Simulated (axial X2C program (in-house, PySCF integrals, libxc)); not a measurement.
# Testing model relations on ZrCl⁺

A bond curve at the PBE0 level, two-component, was computed with an in-house all-electron X2C program for linear molecules (integrals from PySCF) (basis Zr dyall-cv3z [11s12p9d6f3g], Cl dyall-av3z [9s8p3d2f] (cores contracted in-house)) for the state Ω = 1 (⟨Sz⟩ = -1.00, ⟨Lz⟩ = 2.00 at PBE0). Its fit gives Re = 2.2312 Å, ωe = 463.2 cm⁻¹, ωexe = 1.28 cm⁻¹ and αe = 5.009e-04 cm⁻¹; the masses are 89.9047 and 34.9689 u. Two-component means X2C with spin–orbit coupling and atomic mean-field Coulomb and Gaunt terms.

(1) Find the reduced mass, Be and the force constant.

(2) A Morse curve ties αe to the other constants (Pekeris). How well does that hold?

(3) Where do the fundamental and the first overtone lie?

(4) Estimate the centrifugal constant by the Kratzer relation.

The state is one determinant whose occupation by symmetry is held fixed; it was picked as the lowest of a PBE0 search that is not exhaustive. Density functionals use the spin component along the axis (collinear). Other states lie close and PBE0, whose exact exchange favours high spin, may order them wrongly; the determinant shown need not be the ground state. The nearest other 2c determinant of the search, Ω = 3, lies 0.10 eV up at the distance of the search. Without a current term, density functionals place determinants with orbital angular momentum somewhat too high. With several unpaired electrons one determinant need not be a pure state.

Results:

(1) From the PBE0 values: μ = 25.1764 u. Be = 16.8576/(μ Re²) = 0.1345 cm⁻¹. k = 5.8918×10⁻⁷ μ ωe² = 3.18 mdyn/Å.

(2) αe(Morse) = 6Be²/ωe × (√(ωexe/Be) − 1) = 4.886e-04 cm⁻¹; the PBE0 curve gives 5.009e-04 cm⁻¹, a ratio of 0.98.

(3) ν(1←0) = ωe − 2ωexe = 460.6 cm⁻¹; ν(2←0) = 2ωe − 6ωexe = 918.7 cm⁻¹.

(4) D = 4Be³/ωe² = 4.54e-08 cm⁻¹.
